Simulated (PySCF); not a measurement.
**A small calculation by hand: chemical shift, span and skew from a shielding tensor**

(3Z)-4-fluoropenta-1,3-diene (C5H7F), SMILES C=C/C=C(/C)F. Atoms are numbered in the order given.

```xyz
13

C     -0.2431     2.7744     0.0000
C      0.2650     1.5333     0.0000
C     -0.5325     0.3229     0.0000
C     -0.0236    -0.9190     0.0000
C     -0.7580    -2.2062     0.0000
F      1.3065    -1.0888     0.0000
H     -1.3235     2.9492     0.0000
H      0.4046     3.6538     0.0000
H      1.3511     1.3963     0.0000
H     -1.6217     0.4146     0.0000
H     -0.4869    -2.8029    -0.8863
H     -1.8424    -2.0414     0.0000
H     -0.4869    -2.8029     0.8863
```
Charge 0, spin multiplicity 1.

Geometry optimised at PBE0-D3(BJ)/def2-SVP. The values are those of a single conformer.

GIAO shieldings from B3LYP/pcSseg-1 (PySCF), non-relativistic, no solvent. The symmetric part of the tensor of C2 has the principal values -79.9, 40.9, 163.0 ppm. The same nucleus in TMS has σ = 181.3 ppm at this level (PySCF, at its B3LYP-D3(BJ)/def2-TZVP geometry).

Q: Work out the isotropic shielding, the ¹³C shift against TMS, the span and the skew.

A: 
σ(iso) = (σ11 + σ22 + σ33)/3 = 41.3 ppm. δ = σ(ref) − σ(iso) = 181.3 − (41.3) = 140.0 ppm.
Span Ω = σ33 − σ11 = 242.9 ppm. Skew κ = 3(σ(iso) − σ22)/Ω = 0.01. Tumbling in solution averages the tensor to δ; in a static solid the shielding alone would spread this spin-1/2 line over Ω.
